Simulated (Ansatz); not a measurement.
## Ligand exchange: AuCl + BH2(OH) → AuOH + BH2Cl

Species: AuCl (gold monochloride), singlet; BH2(OH), singlet; AuOH `[OH][Au]`, singlet; BH2Cl `BCl`, singlet. The partners trade Cl for OH: Au–Cl and B–OH bonds give way to Au–OH and B–Cl.

Shapes, held fixed at every level: PBE0-D4/def2-TZVP. Programs: Ansatz 0.2.0. The zero-point and thermal change to 298 K, harmonic and unscaled (PBE0-D4/def2-TZVP), is -6.9 kJ/mol.

```
                level                   kind  ΔH(298 K) (kJ/mol)  less CCSD(T)/def2-TZVPP  CPU time (sum over the molecules)
          HF/def2-SVP           Hartree–Fock              +219.9                    +53.4                                  –
     SPW92/def2-TZVPP                    LDA              +164.1                     -2.4                              5.1 s
    PBE-D4/def2-TZVPP                    GGA              +154.7                    -11.8                              6.6 s
  B3LYP-D4/def2-TZVPP          global hybrid              +169.2                     +2.7                              9.1 s
   PBE0-D4/def2-TZVPP          global hybrid              +172.5                     +6.0                              6.7 s
r2SCAN0-D4/def2-TZVPP          global hybrid              +177.1                    +10.6                               12 s
   CCSD(T)/def2-TZVPP  coupled cluster or CI              +166.5                      0.0                               27 s
```

The highest level, CCSD(T)/def2-TZVPP, gives ΔH(298 K) = +166.5 kJ/mol; the levels span +154.7 to +219.9. The column of differences is taken from that level and isn't an error. No measured value is set beside it here. T1 is large for AuCl, AuOH, so single-reference values are less sure there. For atoms past krypton def2 sets carry core potentials with scalar relativity. Correlated rows may include outer-core shells of Au, which these sets cover unevenly. Times are processor times on shared x86 and Arm servers, and rough.
